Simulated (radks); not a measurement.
Problem. Te2.75+, configuration [Kr] 4d10 5s2 5p(up 1, down 0.25) (fractional occupations, a model configuration). Method: scalar-relativistic Kohn-Sham, PBE, spin-polarised, spherical densities, point nucleus; computed with a radial shooting solver on a logarithmic mesh with Libxc functionals. Some entries of the table are withheld. Estimate them.

orbital  occ.  eigenvalue (Ry)  <r> (bohr)
1s up       1        -2326.803     0.02781
1s down     1        -2326.801     0.02781
2s up       1        -358.5685      0.1198
2s down     1        -358.5677      0.1198
2p up       3        -322.0897      0.1048
2p down     3        -322.0881      0.1048
3s up       1        -73.01159      0.3221
3s down     1        -73.00987      0.3221
3p up       3        -61.15460      0.3202
3p down     3        -61.15263      0.3202
3d up       5        -43.23126      0.2968
3d down     5        -43.22940      0.2968
4s up       1        -14.13619      0.7644
4s down     1        -14.13184      0.7643
4p up       3        -10.46106      0.8205
4p down     3        -10.45630      0.8202
4d up       5         -5.10522      0.9664
4d down     5         -5.09635      0.9643
5s up       1              (1)       1.935
5s down     1              (2)       1.932
5p up       1         -2.17447       2.253
5p down  0.25         -2.11837       2.258

Solution. 
(1) 5s up eigenvalue (Ry): -2.97539
(2) 5s down eigenvalue (Ry): -2.92227
